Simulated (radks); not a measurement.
Results of a calculation; reference values are marked as such.
Charge is removed step by step from the 5s1/2 level of In2+, starting from [Kr] 4d10 5s1. Code: a radial shooting solver on a logarithmic mesh with Libxc functionals. Model: Dirac Kohn-Sham, PBE, spin-unpolarised, spherical densities, finite nucleus; Fermi nuclear charge, rms radius 4.6156 fm.

| removed (e) | E - E(0) (eV) | eigenvalue (eV) | E minus straight line (eV) |
|---|---|---|---|
| 0 | 0.000 | -23.667 | 0.000 |
| 0.125 | 3.030 | -24.809 | -0.510 |
| 0.25 | 6.203 | -25.961 | -0.877 |
| 0.375 | 9.520 | -27.123 | -1.099 |
| 0.5 | 12.984 | -28.296 | -1.176 |
| 0.625 | 16.595 | -29.477 | -1.105 |
| 0.75 | 20.354 | -30.667 | -0.886 |
| 0.875 | 24.261 | -31.862 | -0.517 |
| 1 | 28.319 | -33.055 | 0.000 |

Removing the whole electron costs 28.319 eV by Delta-SCF, against 23.667 eV from minus the eigenvalue at the starting occupation. Slater's transition state (half an electron removed) gives 28.296 eV. Integrating minus the eigenvalue over the occupation (Janak's theorem) gives 28.319 eV. The mean slope of the eigenvalue, de/dn, is 9.39 eV per electron. Ionisation energy of In2+ in the NIST Atomic Spectra Database: 28.044 eV (measured).

Beside tabulated values, note that spin-unpolarised runs miss the spin-polarisation part of the exchange energy of open shells.
